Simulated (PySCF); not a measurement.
# Bonding in `CCc1nnccc1C`

Compound: C₇H₁₀N₂.
SMILES with atom numbers: `[CH3:1][CH2:2][c:3]1[n:4][n:5][cH:6][cH:7][c:8]1[CH3:9]` (hydrogens: H10, H11, H12 on C1; H13, H14 on C2; H15 on C6; H16 on C7; H17, H18, H19 on C9)

Cartesian coordinates in Å at the PBE0-D3(BJ)/def2-SVP level; atoms count from 1:
```xyz
19
C7H10N2 angstrom
C      2.6600    0.1605   -0.5401
C      1.3990   -0.6035   -0.1835
C      0.1447    0.2268   -0.1552
N      0.2726    1.5172   -0.4478
N     -0.7653    2.3270   -0.4486
C     -1.9637    1.8474   -0.1520
C     -2.1881    0.5061    0.1660
C     -1.1045   -0.3558    0.1701
C     -1.2337   -1.8087    0.4976
H      2.8423    0.9778    0.1711
H      2.5757    0.6213   -1.5339
H      3.5299   -0.5127   -0.5354
H      1.2445   -1.4383   -0.8914
H      1.5128   -1.0918    0.8015
H     -2.7831    2.5728   -0.1711
H     -3.1939    0.1495    0.4041
H     -0.8665   -2.4381   -0.3283
H     -0.6330   -2.0709    1.3833
H     -2.2785   -2.0813    0.6992
```

Bond orders from the PBE0/pcSseg-1 density (PySCF). Geometry: PBE0-D3(BJ)/def2-SVP, one conformer, isolated molecule.

Task: How far do the computed orders between heavy atoms stray from the drawn ones?

Result: The largest departure is 0.279, at C8–C3 (drawn aromatic, 1.221), counting aromatic bonds as 1.5. The bonds drawn aromatic range from 1.22 to 1.53.

Task: Set the Mayer orders of the bonds between heavy atoms beside their lengths.

Result: 
```
 bond  drawn as  length (Å)  Mayer order
C1–C2    single       1.517        1.095
C2–C3    single       1.504        1.023
C3–N4  aromatic       1.329        1.519
N4–N5  aromatic       1.316        1.303
N5–C6  aromatic       1.324        1.530
C6–C7  aromatic       1.397        1.325
C7–C8  aromatic       1.385        1.486
C8–C9    single       1.495        1.090
C8–C3  aromatic       1.416        1.221
```

By pair of heavy elements: C–C: lowest C2–C3 (1.023, 1.504 Å), highest C7–C8 (1.486, 1.385 Å); in 1 of the 15 pairs the longer bond (by over 0.003 Å) has the higher order (by 0.02 or more). C–N: all 2 within 0.02 of one another (1.519 to 1.530).

Task: And the bonds to hydrogen?

Result: C–H: 0.92 to 0.97 (10 bonds).

Task: Sum the orders of all bonds at each heavy atom with more than one neighbour and set the sums beside the valence in the SMILES.

Result: C1 3.974 (drawn 4), C2 3.967 (drawn 4), C3 3.763 (drawn 4), N4 2.822 (drawn 3), N5 2.833 (drawn 3), C6 3.821 (drawn 4), C7 3.778 (drawn 4), C8 3.797 (drawn 4), C9 3.909 (drawn 4). Orders between atoms that aren't bonded are not in these sums.

Mayer orders depend on the basis set.

The run behind these numbers computed NMR shieldings as well. Time: 33 s wall; peak memory 0.86 GiB. Hardware: one thread, Arm Neoverse V1 (aarch64), no GPU, shared host with 32 logical CPUs at a one-minute load of 17.
